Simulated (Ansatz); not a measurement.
`O[SiH2][AlH2]` + `C=[CH][SnH3]` → `[AlH2]/[CH]=[CH]/[SnH3]` + `O[SiH3]`  (formal exchange of groups at the Al–Si bond)

Calculated with Ansatz (gas phase, PBE0-D4/def2-TZVP geometries, no zero-point term in ΔE). CCSD(T)/CBS is the MP2 limit (def2-TZVPP, def2-QZVPP) plus CCSD(T) − MP2 in def2-TZVPP, frozen cores. def2 core potentials past Kr. For Sn outer-core shells are correlated without core-valence functions, which leaves a few kJ/mol of doubt a bond. One conformer a species, not always the lowest.

`O[SiH2][AlH2]`:

Z-matrix (Å, degrees):
```
Si
Al 1 2.460
O 1 1.661 2 109.0
H 1 1.499 2 111.1 3 122.0
H 1 1.498 2 111.2 3 -122.0
H 2 1.591 1 118.5 3 179.3
H 2 1.588 1 122.5 3 -0.7
H 3 0.959 1 117.0 2 180.0
```

`C=[CH][SnH3]`:

Z-matrix (Å, degrees):
```
Sn
C 1 2.124
H 1 1.708 2 110.6
H 1 1.708 2 107.5 3 -120.0
H 1 1.709 2 110.6 3 120.0
C 2 1.327 1 122.6 3 120.3
H 2 1.088 1 118.6 3 -59.7
H 6 1.088 2 121.9 1 180.0
H 6 1.087 2 122.3 1 -0.0
```

`[AlH2]/[CH]=[CH]/[SnH3]`:

Z-matrix (Å, degrees):
```
Sn
C 1 2.141
H 1 1.708 2 110.2
H 1 1.708 2 109.6 3 -120.5
H 1 1.708 2 109.5 3 120.5
C 2 1.340 1 124.5 3 -179.5
H 2 1.092 1 116.5 3 0.5
Al 6 1.944 2 118.5 1 180.0
H 6 1.092 2 118.3 1 -0.0
H 8 1.588 6 116.0 2 -0.1
H 8 1.588 6 122.5 2 180.0
```

`O[SiH3]`:

Z-matrix (Å, degrees):
```
Si
O 1 1.648
H 1 1.489 2 111.7
H 1 1.489 2 111.7 3 120.9
H 1 1.481 2 105.9 3 -119.6
H 2 0.957 1 117.9 3 -60.5
```

```
                  species  HF/def2-TZVPP energy (Eh)
          `O[SiH2][AlH2]`                 -608.69876
           `C=[CH][SnH3]`                 -292.55290
`[AlH2]/[CH]=[CH]/[SnH3]`                 -535.04792
                `O[SiH3]`                 -366.21048
```

(1) Work out ΔE.

Largest T1 diagnostic among the species: 0.013.

Answers

(1) ΔE = (-535.04792) + (-366.21048) − (-608.69876) − (-292.55290) = -0.00674 Eh = -17.7 kJ/mol. CCSD(T)/CBS gives -15.5 kJ/mol.
